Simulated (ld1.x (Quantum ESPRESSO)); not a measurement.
What the settings do to the TM potential of Fe

Base potential:

ld1.x (Quantum ESPRESSO) 7.5 input, shortened:

```
&input
   title='Fe', zed=26., rel=1, dft='PBE', iswitch=3,
   config='[Ar] 3d6 4s2 4p0'
 /
 &inputp
   pseudotype=2, tm=.true., lloc=2,
   nlcc=.true., new_core_ps=.true., rcore=0.95
 /
3
4S  1  0   2.00   0.00  2.35  2.35  0.0
4P  2  1   0.00   0.00  3.40  3.40  0.0
3D  3  2   6.00   0.00  0.95  0.95  0.0
 &test
   configts(1)='3d6 4s2 4p0'
 /
```

All-electron outer shells of the reference configuration (PBE, scalar-relativistic, ld1.x):

```json
{"shell": "3s", "level (eV)": "-94.02", "outermost node (bohr)": "0.33", "outermost maximum (bohr)": "0.70"}
{"shell": "3p", "level (eV)": "-60.04", "outermost node (bohr)": "0.30", "outermost maximum (bohr)": "0.72"}
{"shell": "3d", "level (eV)": "-7.50", "outermost node (bohr)": "–", "outermost maximum (bohr)": "0.71"}
{"shell": "4s", "level (eV)": "-5.29", "outermost node (bohr)": "1.00", "outermost maximum (bohr)": "2.41"}
{"shell": "4p", "level (eV)": "-1.33", "outermost node (bohr)": "1.10", "outermost maximum (bohr)": "3.33"}
```

Cutoffs, loose and tight: the cutoffs (Ry, on a coarse ladder) from which the occupation-weighted sum of valence levels, in a spherical-Bessel basis at the reference potential, stays within 10 and 1 mRy of its value at 400 Ry. They do not see the model core or the augmentation charge, which bear on the density cutoff. Test errors are all-electron minus pseudo excitation energies from the reference, over the configurations 3d6 4s1 4p0; 3d6 4s0 4p0; 3d5 4s0 4p0; 3d7 4s0 4p0; 3d6.5 4s1.5 4p0; 3d6 4s0 4p2; 3d7 4s1 4p0. A dash means not determined; rows that change the core or the reference have their own tests.

A true bound ghost makes a file unfit for plane-wave use even where its test errors are small: the radial tests pick states by their node count and pass the ghost by.

| change | outcome | cutoff, loose | cutoff, tight | bound ghosts | largest test error (meV) |
| --- | --- | --- | --- | --- | --- |
| base | generated | 200 Ry | 260 Ry | s, p | -234 |
| core correction none | generated | 200 Ry | 260 Ry | s, p | +196 |
| core correction Bessel-smoothed model core inside 0.42 bohr | generated | 200 Ry | 260 Ry | s, p | -233 |
| core correction Bessel-smoothed model core inside 0.56 bohr | generated | 200 Ry | 260 Ry | s, p | -233 |
| core correction Bessel-smoothed model core inside 0.64 bohr | generated | 200 Ry | 260 Ry | s, p | -233 |
| core correction Bessel-smoothed model core inside 0.80 bohr | generated | 200 Ry | 260 Ry | s, p | -233 |
| core correction Bessel-smoothed model core inside 0.90 bohr | generated | 200 Ry | 260 Ry | s, p | -234 |
| core correction Bessel-smoothed model core inside 1.02 bohr | generated | 200 Ry | 260 Ry | s, p | -234 |
| core correction Bessel-smoothed model core inside 1.10 bohr | generated | 200 Ry | 260 Ry | s, p | -234 |
